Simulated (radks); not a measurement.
The numbers below are computed, except where a source is named.
Task: Tm3+, 66 electrons, occupied as [Xe] 4f12. Level of theory: scalar-relativistic Kohn-Sham, r2SCAN, spin-polarised, spherical densities, finite nucleus; open shells are filled with parallel spins first (spin-orbit coupling, left out, can overturn this in heavy ions); meta-GGA in the generalised Kohn-Sham scheme; Fermi nuclear charge, rms radius 5.2256 fm (a radial shooting solver on a logarithmic mesh with Libxc functionals). Some entries of the table are withheld. Estimate them.

| orbital | occ. | eigenvalue (hartree) | <1/r> (bohr^-1) |
|---|---|---|---|
| 1s up | 1 | -2182.627 | 79.07 |
| 1s down | 1 | -2182.627 | 79.07 |
| 2s up | 1 | -370.1385 | 18.44 |
| 2s down | 1 | -370.1383 | 18.44 |
| 2p up | 3 | -326.8423 | 16.97 |
| 2p down | 3 | -326.8419 | 16.97 |
| 3s up | 1 | -84.50758 | 6.816 |
| 3s down | 1 | -84.46322 | 6.818 |
| 3p up | 3 | -71.33161 | 6.349 |
| 3p down | 3 | -71.28719 | 6.352 |
| 3d up | 5 | -55.04299 | 6.007 |
| 3d down | 5 | -55.00897 | 6.009 |
| 4s up | 1 | -17.85967 | 2.870 |
| 4s down | 1 | -17.76848 | 2.869 |
| 4p up | 3 | -13.50593 | 2.625 |
| 4p down | 3 | -13.41569 | 2.624 |
| 4d up | 5 | (1) | 2.322 |
| 4d down | 5 | (2) | 2.320 |
| 5s up | 1 | -3.15610 | 1.097 |
| 5s down | 1 | -3.11774 | 1.089 |
| 5p up | 3 | -2.11300 | 0.9284 |
| 5p down | 3 | -2.08751 | 0.9200 |
| 4f up | 7 | -1.34643 | 1.759 |
| 4f down | 5 | -1.26551 | 1.743 |

Result: 
(1) 4d up eigenvalue (hartree): -7.69659
(2) 4d down eigenvalue (hartree): -7.60689
